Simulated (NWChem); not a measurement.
System: BHSeF$_{2}$; SMILES [SeH]B(F)F

Here is an NWChem input.

```
start job
memory heap 200 mb stack 900 mb global 1100 mb
geometry units angstroms noautosym nocenter noautoz
  B      0.004712    -0.949131     0.000000
  F      1.135949    -1.623834     0.000000
  F     -1.127155    -1.623429     0.000000
  Se     0.060067     0.989898     0.000000
  H     -1.403691     1.115291     0.000000
end
basis spherical
  B library aug-cc-pvdz
  F library aug-cc-pvdz
  Se library aug-cc-pvdz
  H library aug-cc-pvdz
end
dft
  xc b3lyp
  iterations 150
end
property
  response 1 0.0773
end
task dft property
```

Output (shortened):

```
             Northwest Computational Chemistry Package (NWChem) 7.3.0
             --------------------------------------------------------

                             Geometry "geometry" -> ""
                             -------------------------

 Output coordinates in angstroms (scale by  1.889725989 to convert to a.u.)

  No.       Tag          Charge          X              Y              Z
 ---- ---------------- ---------- -------------- -------------- --------------
    1 B                    5.0000     0.00471200    -0.94913100     0.00000000
    2 F                    9.0000     1.13594900    -1.62383400     0.00000000
    3 F                    9.0000    -1.12715500    -1.62342900     0.00000000
    4 Se                  34.0000     0.06006700     0.98989800     0.00000000
    5 H                    1.0000    -1.40369100     1.11529100     0.00000000

 Effective nuclear repulsion energy (a.u.)     231.4828772740

                              NWChem Property Module
                              ----------------------

                                 NWChem DFT Module
                                 -----------------

 Summary of "ao basis" -> "ao basis" (spherical)
 ------------------------------------------------------------------------------
       Tag                 Description            Shells   Functions and Types
 ---------------- ------------------------------  ------  ---------------------
 B                        aug-cc-pvdz                9       23   4s3p2d
 F                        aug-cc-pvdz                9       23   4s3p2d
 Se                       aug-cc-pvdz               14       36   6s5p3d
 H                        aug-cc-pvdz                5        9   3s2p

            General Information
            -------------------
          SCF calculation type: DFT
          Wavefunction type:  closed shell.
          No. of atoms     :     5
          No. of electrons :    58
           Alpha electrons :    29
            Beta electrons :    29
          Charge           :     0
          Spin multiplicity:     1
          Use of symmetry is: off; symmetry adaption is: off
          Maximum number of iterations: 150
          AO basis - number of functions:   114
                     number of shells:    46
          Convergence on energy requested:  1.00D-06
          Convergence on density requested:  1.00D-05
          Convergence on gradient requested:  5.00D-04

              XC Information
              --------------
                         B3LYP Method XC Potential
                     Hartree-Fock (Exact) Exchange  0.200
                        Slater Exchange Functional  0.800 local
                    Becke 1988 Exchange Functional  0.720 non-local
              Lee-Yang-Parr Correlation Functional  0.810
                  VWN I RPA Correlation Functional  0.190 local

             Grid Information
             ----------------
          Grid used for XC integration:  medium
          Radial quadrature: Mura-Knowles
          Angular quadrature: Lebedev.
          Tag              B.-S. Rad. Rad. Pts. Rad. Cut. Ang. Pts.
          ---              ---------- --------- --------- ---------
          B                   0.85       49          14.0       434
          F                   0.50       49          13.0       434
          Se                  1.15      112          13.0       590
          H                   0.35       45          14.0       434
          Grid pruning is: on
          Number of quadrature shells:   304
          Spatial weights used:  Erf1

      Superposition of Atomic Density Guess
      -------------------------------------

 Sum of atomic energies:       -2623.59092270

      Non-variational initial energy
      ------------------------------

 Total energy =   -2624.632953
 1-e energy   =   -4114.432486
 2-e energy   =    1258.316655
 HOMO         =      -0.314958
 LUMO         =       0.022870

   convergence    iter        energy       DeltaE   RMS-Dens  Diis-err
 ---------------- ----- ----------------- --------- --------- ---------
 d= 0,ls=0.0,diis     1  -2626.7690364765 -2.86D+03  1.37D-02  8.60D-01
 d= 0,ls=0.0,diis     2  -2626.7366363572  3.24D-02  5.39D-03  1.47D+00
 d= 0,ls=0.0,diis     3  -2626.8639851407 -1.27D-01  9.82D-04  2.93D-02
 d= 0,ls=0.0,diis     4  -2626.8659265173 -1.94D-03  4.19D-04  2.98D-03
 d= 0,ls=0.0,diis     5  -2626.8662687040 -3.42D-04  1.24D-04  2.44D-04
  Resetting Diis
 d= 0,ls=0.0,diis     6  -2626.8663095315 -4.08D-05  2.17D-05  9.10D-06
 d= 0,ls=0.0,diis     7  -2626.8663106805 -1.15D-06  1.14D-05  8.01D-07
 d= 0,ls=0.0,diis     8  -2626.8663105849  9.56D-08  6.20D-06  1.93D-06

         Total DFT energy =    -2626.866310584901
      One electron energy =    -4115.991574339324
           Coulomb energy =     1370.226438716485
    Exchange-Corr. energy =     -112.584052236051
 Nuclear repulsion energy =      231.482877273989

 Numeric. integr. density =       57.999985177938

                       DFT Final Molecular Orbital Analysis
                       ------------------------------------

[...]

 DFT Linear Response polarizability / au
 Frequency  =       0.0773000 / au
 Wavelength =     589.4353558 / nm
              X              Y              Z
 -----------------------------------------------
 X      41.2152252     -0.7435004     -0.0000000
 Y      -0.7435564     52.5219784     -0.0000001
 Z      -0.0000000     -0.0000001     37.3245778
 -----------------------------------------------
 Eigenvalues =      41.1665443     52.5706593     37.3245778
 Isotropic   =      43.6872605
 Anisotropic =      13.7342191
 -----------------------------------------------

 Magnetic Dipole Response Matrix (nonzero elements):

 Exiting AOResponse driver routine
```

Level: B3LYP/aug-cc-pVDZ. Coordinates come from a PBE0/def2-SVP optimisation.
